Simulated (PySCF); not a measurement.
Computed shifts of a molecule C5H10O, PBE/pcSseg-1 (PySCF), GIAO, gas phase, equivalent atoms averaged, in ppm (number of nuclei): ¹³C: 83.4 (1), 76.9 (1), 42.4 (1), 42.1 (1), 19.2 (1). ¹H: 4.45 (1), 4.39 (1), 4.29 (1), 3.63 (1), 2.36 (1), 2.04 (1), 1.69 (1), 1.33 (3). References: ¹³C against TMS (σ = 182.0 ppm); ¹⁷O against H2O (σ = 334.3 ppm); ¹H against TMS (σ = 31.49 ppm), references at their B3LYP-D3(BJ)/def2-TZVP geometries, non-relativistic. Geometry: r2SCAN-D4/def2-SVP. Other conformers were not sampled.

Problem. Identify the compound among the candidates.
(A) C=CC[C@@H](C)O
(B) C[C@H]1CCOC1
(C) C[C@@H]1CCCO1
(D) C[C@@H]1C(O)[C@H]1C

Solution. B, C[C@H]1CCOC1
